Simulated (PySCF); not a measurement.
## Correlation energy of S (sulfur, neutral)

[Ne] 3s2 3p4, high-spin 3P determinant. Computed with PySCF 2.14 in aug-cc-pwCVTZ, with no relativity, point nucleus. Frozen: 1s2; 14 electrons correlated.

MP2 pair energies summed by pair of shells (mhartree):

```json
{"pair": "2p-2p", "energy": "-167.32", "share (%)": "43.1"}
{"pair": "3s-3p", "energy": "-55.96", "share (%)": "14.4"}
{"pair": "3p-3p", "energy": "-54.76", "share (%)": "14.1"}
{"pair": "2s-2p", "energy": "-41.91", "share (%)": "10.8"}
{"pair": "2p-3p", "energy": "-26.13", "share (%)": "6.7"}
{"pair": "2p-3s", "energy": "-16.93", "share (%)": "4.4"}
{"pair": "3s-3s", "energy": "-10.24", "share (%)": "2.6"}
{"pair": "2s-2s", "energy": "-8.23", "share (%)": "2.1"}
{"pair": "2s-3p", "energy": "-4.08", "share (%)": "1.1"}
{"pair": "2s-3s", "energy": "-2.57", "share (%)": "0.7"}
```

Total MP2 correlation energy: -388.13 mhartree.

Same-spin part -106.25 and opposite-spin part -281.88 mhartree; SCS-MP2 scales them by 1/3 and 6/5 to -373.67 mhartree.
